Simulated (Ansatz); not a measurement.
Start from `[Ag][I]` and change one element to get `[Cu][I]`.

Ansatz, PBE0-D4/def2-TZVP geometries, multiplicity 1. 

Elements past krypton have def2 core potentials. Outer-core shells of Ag, Cu, I are correlated without core-valence functions. Scalar relativity is left out up to krypton. Spin–orbit coupling is left out.

```json
{"property": "ideal-gas entropy at 298 K and 1 bar (rigid rotor, harmonic PBE0-D4/def2-TZVP) / J/(mol·K)", "`[Ag][I]`": "265"}
{"property": "LUMO energy (B3LYP/def2-TZVPP) / eV", "`[Ag][I]`": "-3.45"}
{"property": "LUMO energy (PBE0/def2-TZVPP) / eV", "`[Ag][I]`": "-3.09"}
{"property": "HOMO energy (PBE0/def2-TZVPP) / eV", "`[Ag][I]`": "-6.80"}
{"property": "vertical ionisation energy (CCSD(T)/def2-TZVPP) / eV", "`[Ag][I]`": "8.82"}
{"property": "HOMO energy (PBE/def2-TZVPP) / eV", "`[Ag][I]`": "-5.84"}
```

**Question.** What does the change do to each property? (Estimate.)

**Answer.** Ansatz gave: 
```
                                                                                  property  `[Cu][I]`  shift
ideal-gas entropy at 298 K and 1 bar (rigid rotor, harmonic PBE0-D4/def2-TZVP) / J/(mol·K)        256     -9
                                                       LUMO energy (B3LYP/def2-TZVPP) / eV      -3.25   0.20
                                                        LUMO energy (PBE0/def2-TZVPP) / eV      -2.87   0.22
                                                        HOMO energy (PBE0/def2-TZVPP) / eV      -6.82  -0.02
                                      vertical ionisation energy (CCSD(T)/def2-TZVPP) / eV       8.93   0.11
                                                         HOMO energy (PBE/def2-TZVPP) / eV      -5.72   0.12
```

B3LYP here is the variant with VWN-RPA as its local correlation; programs differ in this.
